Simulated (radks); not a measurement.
Values are calculated unless marked as measured or tabulated.
The niobium ion Nb5+, 36 electrons, occupied as [Kr]. Level of theory: Dirac Kohn-Sham, PBE, spin-unpolarised, spherical densities, finite nucleus; Fermi nuclear charge, rms radius 4.324 fm (a radial shooting solver on a logarithmic mesh with Libxc functionals).

Normalised radial functions P(r) = r R(r) (large component), r in bohr:

| r | 4s1/2 |
|---|---|
| 0.001585 | 0.0502 |
| 0.001802 | 0.0561 |
| 0.002048 | 0.0628 |
| 0.002327 | 0.0701 |
| 0.002645 | 0.0781 |
| 0.003006 | 0.0868 |
| 0.003417 | 0.0964 |
| 0.003883 | 0.1067 |
| 0.004413 | 0.1177 |
| 0.005056 | 0.1302 |
| 0.005747 | 0.1426 |
| 0.006531 | 0.1554 |
| 0.007423 | 0.1685 |
| 0.008437 | 0.1816 |
| 0.009589 | 0.1942 |
| 0.0109 | 0.2059 |
| 0.01239 | 0.2160 |
| 0.01408 | 0.2238 |
| 0.016 | 0.2284 |
| 0.01819 | 0.2287 |
| 0.02067 | 0.2234 |
| 0.02349 | 0.2114 |
| 0.0267 | 0.1915 |
| 0.03035 | 0.1623 |
| 0.03449 | 0.1232 |
| 0.0392 | 0.0737 |
| 0.04455 | 0.0141 |
| 0.05063 | -0.0541 |
| 0.05755 | -0.1281 |
| 0.06541 | -0.2038 |
| 0.07494 | -0.2792 |
| 0.08517 | -0.3374 |
| 0.0968 | -0.3744 |
| 0.11 | -0.3813 |
| 0.125 | -0.3504 |
| 0.1421 | -0.2769 |
| 0.1615 | -0.1608 |
| 0.1836 | -0.0089 |
| 0.2086 | 0.1647 |
| 0.2371 | 0.3384 |
| 0.2695 | 0.4856 |
| 0.3063 | 0.5781 |
| 0.3482 | 0.5915 |
| 0.3957 | 0.5111 |
| 0.4497 | 0.3363 |
| 0.5111 | 0.0827 |
| 0.5809 | -0.2190 |
| 0.6603 | -0.5277 |
| 0.7504 | -0.7995 |
| 0.8529 | -0.9968 |
| 0.9694 | -1.0943 |
| 1.111 | -1.0801 |
| 1.262 | -0.9696 |
| 1.435 | -0.7954 |
| 1.63 | -0.5954 |
| 1.853 | -0.4053 |
| 2.106 | -0.2496 |
| 2.394 | -0.1377 |
| 2.721 | -0.0672 |
| 3.092 | -0.0285 |
| 3.514 | -0.0103 |
| 3.994 | -0.0031 |

4s1/2: eigenvalue -119.09 eV, 3 radial nodes at r = 0.0458, 0.185, 0.530 bohr, <r> = 1.12 bohr, 90 % of the charge inside 1.62 bohr.
